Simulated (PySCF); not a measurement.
## Dipole response of Sc (scandium, neutral)

[Ar] 3d1 4s2, 2D determinant. All numbers are calculated (PySCF 2.14, the non-relativistic Hamiltonian (point nucleus), in dyall-av2z (16s12p7d2f, 101 functions)). Coupled (time-dependent) response in atomic units; α is the mean over directions. A double-zeta set is small for polarisabilities.

```
method  mean α (bohr³)         α xx, yy, zz  C₆ (like pair)  S(−4)
   PBE           125.0  121.4, 121.4, 132.3            1509   8849
  PBE0           130.0  125.8, 125.8, 138.6            1634   9091
```

S(−4) is the Cauchy moment in α(ω) = α(0) + S(−4) ω² + …

Reference α: 97 ± 10 bohr³ (recommended; Schwerdtfeger and Nagle, table of static dipole polarizabilities (2023 update)). Published C₆: 1383 (Chu and Dalgarno (2004); Tang, Norbeck and Certain (1976)).

α(iu) at PBE:

| u (hartree) | α(iu) (bohr³) |
| --- | --- |
| 0 | 125.0 |
| 0.0500 | 106.7 |
| 0.100 | 75.65 |
| 0.200 | 37.10 |
| 0.300 | 21.55 |
| 0.500 | 10.54 |
| 0.750 | 6.062 |
| 1.00 | 4.120 |
| 1.50 | 2.358 |
| 2.00 | 1.547 |
| 3.00 | 0.8184 |
| 5.00 | 0.3494 |

A single London oscillator, α(iu) = α/(1 + u²/ω²), gives C₆ = (3/4) ω α². Matching the computed C₆ needs ω = 4 × 1509 / (3 × 125.0²) = 0.129 hartree.

The components differ because the open shell of this determinant is not spherical; for a pure term their mean is the scalar polarisability.

⟨L²⟩ = 7.16 against 6 for a pure D term, so this real determinant mixes terms. ⟨S²⟩ = 1.09 against 0.75 shows spin contamination.
